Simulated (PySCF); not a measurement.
AlClFH3OSi, SMILES [F][Al]([Cl])[O][SiH3].

The structure is a stationary point at B3LYP-D3(BJ)/def2-SVP. The structure was generated by enumeration; whether it is a known compound was not checked. The values are those of a single conformer.

Two levels are set side by side: TDA-PBE/def2-SVPD (PySCF) and TDA-B3LYP/def2-SVPD (PySCF). Vertical, same geometry. The lowest singlet is HOMO→LUMO 100 % with PBE and HOMO→LUMO 97 % with the other functional; states are paired by order. Differences are taken from unrounded values.

```csv
quantity,TDA-B3LYP,TDA-PBE,TDA-PBE minus TDA-B3LYP
lowest singlet excitation (eV),6.25,5.50,-0.75
lowest triplet excitation (TDA) (eV),6.04,5.33,-0.70
first bright state (f over 0.05) (eV),7.69,6.84,-0.84
its oscillator strength,0.09,0.08,-0.01
```

Functionals without exact exchange tend to place singlet excitations lower, as here. Differences between two approximate levels are no errors against the true value.

Rough cost on one machine, each run with all the roots and properties that it gave: TDA-B3LYP against TDA-PBE about 2 times.
